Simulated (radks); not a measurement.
Problem. Isoelectronic series with 23 electrons, all held in the configuration [Ar] 3d3 4s2, which need not be the ground one along the series. Method: Dirac Kohn-Sham, PBE, spin-unpolarised, spherical densities, point nucleus; open shells fill j = l - 1/2 first; computed with a radial shooting solver on a logarithmic mesh with Libxc functionals. Total energies (hartree) and mean radii <r> (bohr):

ion,E (hartree),4s1/2,3d3/2
V,-949.02106,3.352,1.447
Ni5+,-1510.42273,1.734,0.7372
As10+,-2212.21833,1.229,0.5288
Tc20+,-4046.54063,0.7891,0.3444
Cd25+,-5186.09758,0.6696,0.2938
I30+,-6479.95621,0.5809,0.2562
Ce35+,-7933.7947,0.5121,0.2270
Eu40+,-9554.3974,0.4570,0.2036
Er45+,-11349.8778,0.4117,0.1845
Ta50+,-13329.9778,0.3738,0.1685

Estimate the row of Sr15+.

Solution. E (hartree) -3056.54970; 4s1/2 0.9600; 3d3/2 0.4164.
